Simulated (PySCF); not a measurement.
# How methods differ on the excitation energy of Mo

Mo [Kr] 4d5 5s1 (7S) → Mo [Kr] 4d6 (5D), as a difference of total energies. All numbers are calculated (PySCF 2.14, scalar relativity by spin-free X2C-1e, in aug-cc-pVTZ-DK (9s8p6d3f2g, 102 functions)). The calculations carry no spin-orbit coupling.

```csv
method,excitation energy (cm⁻¹)
LDA,23997
PBE,24221
PBE0,25622
r2SCAN,28070
BP86,23238
r2SCANh,28144
```
